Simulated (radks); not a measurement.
Problem. The mean radii <r> (bohr) of the occupied orbitals of an atom or ion are listed with their occupations. Calculated with a radial shooting solver on a logarithmic mesh with Libxc functionals: scalar-relativistic Kohn-Sham, LDA (Slater exchange, Perdew-Wang correlation), spin-polarised, spherical densities, finite nucleus; Fermi nuclear charge, rms radius of each element as measured or else 0.836 A^(1/3) + 0.57 fm.

| orbital | occ. | <r> |
|---|---|---|
| 1s up | 1 | 0.01968 |
| 1s down | 1 | 0.01968 |
| 2s up | 1 | 0.08340 |
| 2s down | 1 | 0.08340 |
| 2p up | 3 | 0.07417 |
| 2p down | 3 | 0.07417 |
| 3s down | 1 | 0.2170 |
| 3s up | 1 | 0.2170 |
| 3p down | 3 | 0.2164 |
| 3p up | 3 | 0.2164 |
| 3d up | 5 | 0.1961 |
| 3d down | 5 | 0.1962 |
| 4s down | 1 | 0.4882 |
| 4s up | 1 | 0.4882 |
| 4p down | 3 | 0.5186 |
| 4p up | 3 | 0.5186 |
| 4d up | 5 | 0.5604 |
| 4d down | 5 | 0.5604 |
| 5s up | 1 | 1.207 |
| 5s down | 1 | 1.207 |
| 5p up | 3 | 1.446 |
| 5p down | 3 | 1.443 |
| 4f up | 7 | 0.7847 |
| 4f down | 7 | 0.7818 |
| 6p up | 1 | 4.500 |

Name the element and its charge. Open shells, if any, are filled with parallel spins first.

Solution. Z = 70, ytterbium, charge +1: Yb+ in [Xe] 4f14 6p1. The 1s radius gives Z: for a bare nucleus <r> = (2 gamma + 1)/(2Z) with gamma = sqrt(1 - (Z/c)^2), 0.01942 bohr for Z = 70, and screening makes it slightly larger (0.01968 here). The occupations add up to 69, and the charge is Z minus that.
